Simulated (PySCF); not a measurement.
**Vertical excitation energies**

Phthalic anhydride, C8H4O3.
InChI=1S/C8H4O3/c9-7-5-3-1-2-4-6(5)8(10)11-7/h1-4H

Level of theory: PySCF 2.14.0, density-fitted response routines, TDDFT CAM-B3LYP/def2-SVPD, vertical, gas phase, core orbitals frozen in the response. Isolated species at its PBE0-D3(BJ)/def2-SVP geometry, gas phase.

```json
{"state": "S1", "E (eV)": "4.53", "E (kJ/mol)": "437", "λ (nm)": "273.5", "f": "0.0002", "|μ| (D)": "0.10", "symmetry": "–", "main configurations (H = HOMO, L = LUMO)": "H-2→L (88%)"}
{"state": "S2", "E (eV)": "4.91", "E (kJ/mol)": "474", "λ (nm)": "252.4", "f": "0.035", "|μ| (D)": "1.37", "symmetry": "A1", "main configurations (H = HOMO, L = LUMO)": "H→L (73%), H-1→L+1 (25%)"}
{"state": "S3", "E (eV)": "5.02", "E (kJ/mol)": "484", "λ (nm)": "247.1", "f": "0.0000", "|μ| (D)": "0.01", "symmetry": "–", "main configurations (H = HOMO, L = LUMO)": "H-3→L (78%), H-2→L+1 (12%)"}
{"state": "S4", "E (eV)": "5.18", "E (kJ/mol)": "499", "λ (nm)": "239.5", "f": "0.055", "|μ| (D)": "1.67", "symmetry": "B1 or B2", "main configurations (H = HOMO, L = LUMO)": "H-1→L (86%)"}
{"state": "S5", "E (eV)": "6.30", "E (kJ/mol)": "608", "λ (nm)": "196.7", "f": "0.645", "|μ| (D)": "5.19", "symmetry": "A1", "main configurations (H = HOMO, L = LUMO)": "H-1→L+1 (69%), H→L (25%)"}
{"state": "S6", "E (eV)": "6.37", "E (kJ/mol)": "615", "λ (nm)": "194.6", "f": "0.076", "|μ| (D)": "1.78", "symmetry": "B1 or B2", "main configurations (H = HOMO, L = LUMO)": "H→L+1 (81%), H-4→L (11%)"}
{"state": "S7", "E (eV)": "6.42", "E (kJ/mol)": "620", "λ (nm)": "193.0", "f": "0.0000", "|μ| (D)": "0.02", "symmetry": "–", "main configurations (H = HOMO, L = LUMO)": "H-2→L+1 (75%), H-3→L (16%)"}
{"state": "S8", "E (eV)": "6.73", "E (kJ/mol)": "649", "λ (nm)": "184.2", "f": "0.388", "|μ| (D)": "3.90", "symmetry": "B1 or B2", "main configurations (H = HOMO, L = LUMO)": "H-4→L (79%), H→L+1 (8%)"}
{"state": "S9", "E (eV)": "6.81", "E (kJ/mol)": "657", "λ (nm)": "182.1", "f": "0.0003", "|μ| (D)": "0.10", "symmetry": "–", "main configurations (H = HOMO, L = LUMO)": "H-3→L+1 (85%)"}
{"state": "S10", "E (eV)": "7.36", "E (kJ/mol)": "710", "λ (nm)": "168.5", "f": "0.0000", "|μ| (D)": "0.00", "symmetry": "–", "main configurations (H = HOMO, L = LUMO)": "H-5→L (87%)"}
```

Triplets (Tamm–Dancoff): T1 3.66 eV, H-1→L (71%), H→L+1 (21%); T2 4.10 eV, H-2→L (84%); T3 4.15 eV, H→L (92%); T4 4.44 eV, H→L+1 (74%), H-1→L (23%).

The lowest singlet lies at 4.53 eV (273 nm, ultraviolet) and is dark (f under 0.0005); its leading configuration is HOMO-2→LUMO (88%). The most intense listed level is S5 at 6.30 eV (197 nm, f = 0.645), 1.77 eV above S1. Löwdin shares by element: HOMO carbon 69% or more (atoms not listed hold the other 31%); LUMO carbon 25% or more, oxygen 24% or more (atoms not listed hold the other 51%). Weighted by f, the mean energy of these states is 6.35 eV. The oscillator strengths of these states sum to 1.200; summed over the whole spectrum of an exact calculation they would give the number of electrons, 76 (Thomas–Reiche–Kuhn). Of the 10 states listed, 5 reach f = 0.01 and 5 stay under 0.0005. Symmetry labels in C2v follow from the direction of the transition dipole and are given only for states with f of 0.002 or more; B1 and B2 swap with the choice of axes. Only the lowest 10 singlets were computed, as vertical energies without vibronic structure.
